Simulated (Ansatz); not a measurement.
Cost and result up the ladder for Sn3H6 (9 atoms). Charge 0, multiplicity 1. Geometry: PBE0-D4/def2-SVP.

```xyz
9

Sn   -1.069    1.154    0.402
Sn    1.499    0.029    0.624
Sn   -0.430   -1.183   -1.026
H    -2.099    1.094    1.773
H     2.851    0.771   -0.125
H    -1.189   -2.649   -0.560
H    -1.225    2.661   -0.402
H    -0.317   -1.081   -2.735
H     1.979   -0.797    2.049
```

Ansatz on 4 threads of Arm Neoverse V2 on a shared host. Times are rough, and most runs start from the orbitals of an earlier one. PBE0-D4/def2-TZVP serves as the yardstick here, not as an exact answer. Differences are given only for rows in sets of like size (and for xTB, whose basis is part of the method), since another set adds its own error. Binding counts from free atoms at the same level (Sn triplet, H doublet; other spins of the atoms weren't run), without zero-point energy or a counterpoise term.

In the def2 sets Sn takes a core potential; there is no spin–orbit coupling. HSE06 is defined as in plane-wave codes, on full-range PBE exchange. Correlated methods freeze 12 core orbitals; core or outer-core shells of Sn are correlated, in sets that lack core-valence functions. The rows differ in basis, and correlated rows in double-zeta sets carry the largest basis error. Another isomer (singlet) lies 0.26 eV lower at PBE0-D4/def2-TZVP; other spin states weren't run for this one.

Correlated methods converge slowly with the basis, most of all in double-zeta sets.

| level | functions | wall time |
| --- | --- | --- |
| LDA (SPW92)/def2-TZVP | 186 | 0.9 s |
| PBE-D4/def2-TZVP (with forces) | 186 | 1.9 s |
| PBE0-D4/def2-TZVP | 186 | 2.5 s |
| HSE06-D4/def2-TZVP | 186 | 2.5 s |
| r2SCAN-D4/def2-TZVP | 186 | 3.1 s |
| CCSD(T)/def2-SVP | 108 | 9.5 s |

Estimate what each level gives for the binding energy per atom (eV).


```
                         level  binding energy per atom (eV)  difference from PBE0-D4/def2-TZVP (eV)
         LDA (SPW92)/def2-TZVP                          2.55                                    0.38
PBE-D4/def2-TZVP (with forces)                          2.17                                    0.01
             PBE0-D4/def2-TZVP                          2.17                                    0.00
            HSE06-D4/def2-TZVP                          2.17                                    0.00
           r2SCAN-D4/def2-TZVP                          2.20                                    0.03
              CCSD(T)/def2-SVP                          2.03                                       –
```
